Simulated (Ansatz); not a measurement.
Basis sets compared for TiH2Cl2. Total charge 0; singlet. Geometry r2SCAN-D4/def2-TZVP. Ansatz on 4 threads of Arm Neoverse V2 on a shared host; times are rough, and most runs start from earlier orbitals.

Cartesian coordinates in Å:
```
Ti 0.022 -0.024 0.052
H 1.512 0.360 0.744
H -0.788 -1.166 0.994
Cl 0.430 -0.953 -1.864
Cl -1.175 1.783 0.073
```

Binding counts from free atoms (Ti triplet, H doublet, Cl doublet) in the same basis, without a counterpoise term.

| level | functions | energy (Eh) | HOMO (eV) | LUMO (eV) | binding per atom (eV) | wall time |
| --- | --- | --- | --- | --- | --- | --- |
| PBE-D4/def2-SVP | 77 | -1770.1580 | -7.65 | -4.49 | 3.13 | 0.5 s |
| PBE-D4/def2-TZVP (with forces) | 131 | -1770.5937 | -7.72 | -4.57 | – | 1 s |
| r2SCAN-D4/def2-TZVP | 131 | -1771.0984 | -8.17 | -4.47 | – | 1.9 s |
| PBE0-D4/def2-SVP | 77 | -1770.2381 | -9.32 | -3.41 | 2.87 | 0.8 s |
| PBE0-D4/def2-TZVP | 131 | -1770.6714 | -9.32 | -3.41 | 2.89 | 1.1 s |

Estimate the rows for PBE-D4/def2-TZVPD, r2SCAN-D4/def2-TZVPD, PBE0-D4/def2-TZVPD.


```csv
level,functions,energy (Eh),HOMO (eV),LUMO (eV),binding per atom (eV),wall time
PBE-D4/def2-TZVPD,158,-1770.5954,-7.75,-4.61,–,1.1 s
r2SCAN-D4/def2-TZVPD,158,-1771.0997,-8.18,-4.48,–,2.5 s
PBE0-D4/def2-TZVPD,158,-1770.6729,-9.33,-3.44,2.89,1.6 s
```
